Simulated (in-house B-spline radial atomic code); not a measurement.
Pd2+: [Ar] (3d3/2)4 (3d5/2)5 4s2 4p6 4d9 (with a hole in an inner shell)

Computed with an all-electron radial atomic-structure program (B-spline basis): Dirac-Kohn-Sham LDA VWN5, spherical fractional occupations, Fermi nucleus of rms radius 4.5318 fm.

Screening seen three ways: the hydrogenic charge with the same mean radius, Z_r = [3n² - l(l+1)]/(2<r>), the one with the same energy, Z_e = n√(-2ε), and Slater's rules. Values are occupation-weighted means over j. An effective charge above Z reflects the relativistic contraction of the inner shells.

| shell | electrons | ε (eV) | <r> (bohr) | Z_r | Z_e | Slater |
| --- | --- | --- | --- | --- | --- | --- |
| 1s | 2 | -24177 | 0.03188 | 47.05 | 42.15 | 45.70 |
| 2s | 2 | -3579.2 | 0.1381 | 43.45 | 32.44 | 41.85 |
| 2p | 6 | -3220.2 | 0.1205 | 41.50 | 30.77 | 41.85 |
| 3s | 2 | -681.06 | 0.3771 | 35.80 | 21.23 | 34.75 |
| 3p | 6 | -562.65 | 0.3755 | 33.29 | 19.29 | 34.75 |
| 3d | 9 | -374.15 | 0.3524 | 29.79 | 15.73 | 25.20 |
| 4s | 2 | -114.44 | 0.9246 | 25.96 | 11.60 | 19.10 |
| 4p | 6 | -79.497 | 1.009 | 22.80 | 9.67 | 19.10 |
| 4d | 9 | -29.263 | 1.316 | 15.96 | 5.87 | 8.20 |

The least bound orbital is 4d5/2 at -29.03 eV, and it is also the most diffuse (<r> = 1.322 bohr). The part-filled 3d shell lies below the filled 4p shell in orbital energy.

For the 1s electron the small component carries 2.83 % of the norm, the zero-frequency Breit interaction raises the level by 51.77 eV, self-energy by 28.78 eV, and vacuum polarisation lowers it by 3.553 eV.
